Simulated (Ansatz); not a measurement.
`CC(=S)[NH][AlH2]` and `CC(=S)CF` differ in one atom or group.

Ansatz, PBE0-D4/def2-TZVP geometries, multiplicity 1. Each molecule was computed in one conformer, which needn't be the lowest.

```csv
property,`CC(=S)[NH][AlH2]`
HOMO–LUMO gap (PBE/def2-TZVPP) / eV,2.19
HOMO–LUMO gap (ωB97M-V/def2-TZVPP) / eV,7.99
size of the dipole moment (B3LYP/def2-TZVPP) / D,3.51
size of the dipole moment (PBE/def2-TZVPP) / D,3.30
HOMO energy (ωB97M-V/def2-TZVPP) / eV,-8.33
HOMO–LUMO gap (PBE0/def2-TZVPP) / eV,4.12
```

Give the same properties after the change, and the shifts. (Estimate.)

The calculation gave: 
| property | `CC(=S)CF` | shift |
| --- | --- | --- |
| HOMO–LUMO gap (PBE/def2-TZVPP) / eV | 2.31 | 0.12 |
| HOMO–LUMO gap (ωB97M-V/def2-TZVPP) / eV | 8.83 | 0.84 |
| size of the dipole moment (B3LYP/def2-TZVPP) / D | 1.02 | -2.49 |
| size of the dipole moment (PBE/def2-TZVPP) / D | 1.11 | -2.19 |
| HOMO energy (ωB97M-V/def2-TZVPP) / eV | -8.88 | -0.55 |
| HOMO–LUMO gap (PBE0/def2-TZVPP) / eV | 4.46 | 0.34 |

With PBE0 the HOMO falls by 0.52 eV and the LUMO falls by 0.17 eV, so the gap widens by about 0.35 eV. PBE moves the HOMO by -0.43 eV and ωB97M-V by -0.55 eV. Dipoles are sizes alone; their direction can turn.

B3LYP here is the variant with VWN-RPA as its local correlation; programs differ in this.
